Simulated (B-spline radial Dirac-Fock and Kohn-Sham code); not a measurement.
# The As-like isoelectronic sequence (33 electrons), Z = 64 to 71

The computed values come from a radial atomic solver: relaxed Dirac-Fock hole states (ΔSCF) with Breit and QED corrections and a finite nucleus. Binding energies in eV, tabulated ground configurations ([Ar] 3d10 4s2 4p3 throughout). Correlation energy is missing from these numbers.

```csv
ion,1s,2s,2p3/2,3p3/2,outermost level,NIST ionisation energy
Gd³¹⁺,51443.0,9570.9,8434.1,2677.1,1247.3 (4p),1233 ± 4
Tb³²⁺,53269.6,9972.6,8774.9,2809.2,1316.7 (4p),1301 ± 4
Dy³³⁺,55133.7,10384.2,9122.8,2944.6,1388.0 (4p),1371 ± 5
Ho³⁴⁺,?,?,?,?,?,?
Er³⁵⁺,58980.0,11238.4,9839.6,3224.9,1536.2 (4p),1516 ± 5
Tm³⁶⁺,60963.0,11681.3,10208.7,3369.8,1613.2 (4p),1591 ± 5
Yb³⁷⁺,62985.8,12134.8,10584.8,3518.0,1692.1 (4p),1668 ± 4
Lu³⁸⁺,65049.7,12599.2,10967.9,3669.4,1772.8 (4p),1747 ± 4
```

Problem. Fill in the row of Ho³⁴⁺.

Solution. 1s 57037.3, 2s 10806.1, 2p3/2 9477.7, 3p3/2 3083.1, outermost 1461.2 (4p), NIST 1443 ± 5 eV.

NIST's values are for the lowest levels; a dash marks a value that is missing or belongs to another shell. Their kind here: theoretical. Where a p, d or f shell is open in either ion the computed value averages over both j values and all terms, while the table refers to the lowest levels; that difference holds spin-orbit splitting (largest in heavy or highly charged ions), term energies where several electrons share open shells, and correlation, and it can reach 10 % or more.
